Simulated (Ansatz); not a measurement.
Relaxation of Hg4O5⁻ (charge -1, doublet) with UKS PBE-D4/def2-SVP in Ansatz.

Positions (Å) and forces (eV/Å) at steps 34, 35, 37, 38, 39, 40, 42 of 42:

```xyz
9
step=34 energy=-26924.2032 eV
Hg    1.476   -2.535   -2.388   -0.001    0.004    0.001
Hg   -0.816    4.858   -3.171   -0.002    0.003   -0.003
Hg   -0.517    0.999   -1.837    0.006   -0.016    0.018
Hg   -0.231   -0.877    1.059   -0.004    0.002    0.011
O     1.455   -1.691    3.178   -0.110    0.023    0.029
O     0.230   -0.679   -0.860    0.011   -0.016   -0.001
O     0.398   -1.445    3.854    0.063   -0.015   -0.033
O    -1.173    2.508   -2.844   -0.009    0.023   -0.017
O    -0.822   -1.138    3.009    0.047   -0.008   -0.006
9
step=35 energy=-26924.2036 eV
Hg    1.494   -2.509   -2.385   -0.002    0.003    0.001
Hg   -0.813    4.852   -3.208   -0.002    0.001   -0.002
Hg   -0.526    1.002   -1.829    0.007   -0.005   -0.002
Hg   -0.233   -0.863    1.070   -0.002   -0.013    0.019
O     1.445   -1.736    3.166   -0.070    0.017    0.020
O     0.222   -0.676   -0.852    0.006   -0.008    0.004
O     0.404   -1.463    3.855    0.030   -0.010   -0.026
O    -1.178    2.509   -2.841   -0.008    0.016   -0.007
O    -0.815   -1.116    3.024    0.041   -0.001   -0.006
9
step=37 energy=-26924.2043 eV
Hg    1.517   -2.454   -2.393   -0.001    0.001    0.000
Hg   -0.833    4.844   -3.299   -0.002   -0.005    0.001
Hg   -0.525    1.011   -1.816   -0.006    0.012   -0.007
Hg   -0.226   -0.842    1.094    0.002    0.003   -0.001
O     1.417   -1.835    3.155   -0.015    0.001    0.011
O     0.219   -0.669   -0.832    0.001   -0.002    0.006
O     0.406   -1.508    3.865   -0.014    0.007   -0.029
O    -1.179    2.516   -2.831    0.006   -0.008    0.007
O    -0.795   -1.062    3.057    0.029   -0.010    0.013
9
step=38 energy=-26924.2046 eV
Hg    1.522   -2.429   -2.401    0.000   -0.001   -0.001
Hg   -0.857    4.836   -3.348   -0.002   -0.006    0.002
Hg   -0.518    1.017   -1.808   -0.003    0.003   -0.002
Hg   -0.213   -0.822    1.107    0.007   -0.005   -0.005
O     1.392   -1.907    3.154   -0.051    0.020    0.013
O     0.232   -0.658   -0.819   -0.002    0.008   -0.002
O     0.400   -1.531    3.869    0.024   -0.012   -0.012
O    -1.180    2.518   -2.826    0.005   -0.001    0.001
O    -0.779   -1.025    3.072    0.021   -0.005    0.006
9
step=39 energy=-26924.2048 eV
Hg    1.520   -2.422   -2.404    0.001   -0.002   -0.001
Hg   -0.876    4.833   -3.364   -0.001   -0.004    0.002
Hg   -0.512    1.021   -1.806    0.003   -0.005   -0.001
Hg   -0.201   -0.809    1.112    0.005   -0.002    0.004
O     1.375   -1.944    3.154   -0.057    0.023    0.013
O     0.245   -0.650   -0.814   -0.003    0.007   -0.003
O     0.394   -1.545    3.872    0.029   -0.013   -0.013
O    -1.178    2.516   -2.829    0.000    0.004   -0.001
O    -0.768   -0.999    3.079    0.024   -0.009    0.000
9
step=40 energy=-26924.2050 eV
Hg    1.515   -2.424   -2.405    0.001   -0.001    0.000
Hg   -0.908    4.831   -3.372   -0.001    0.000    0.001
Hg   -0.498    1.024   -1.809    0.005   -0.010    0.006
Hg   -0.182   -0.788    1.119    0.000   -0.004    0.012
O     1.349   -1.991    3.151   -0.021    0.009   -0.005
O     0.268   -0.636   -0.807   -0.002    0.006   -0.005
O     0.385   -1.563    3.874   -0.002    0.002    0.002
O    -1.173    2.510   -2.838   -0.003    0.007   -0.006
O    -0.754   -0.963    3.087    0.023   -0.009   -0.005
9
step=42 energy=-26924.2053 eV
Hg    1.516   -2.434   -2.388    0.001    0.001    0.001
Hg   -0.958    4.833   -3.373    0.000   -0.003    0.000
Hg   -0.482    1.030   -1.815   -0.003    0.008   -0.011
Hg   -0.158   -0.757    1.129    0.003    0.001   -0.010
O     1.303   -2.068    3.134    0.012   -0.006   -0.018
O     0.293   -0.617   -0.798   -0.004   -0.001    0.005
O     0.376   -1.583    3.871   -0.013    0.004    0.027
O    -1.164    2.502   -2.861    0.004   -0.005    0.008
O    -0.726   -0.907    3.101    0.000    0.001   -0.002
```

In the def2 sets Hg takes a core potential; there is no spin–orbit coupling. The gap within one spin of the charge -1 doublet nearly closes, so an electron or hole may be smeared out by delocalisation error. The relaxation made no stability test and no search for a lower SCF solution. The structure comes from a short search, and lower isomers may exist.
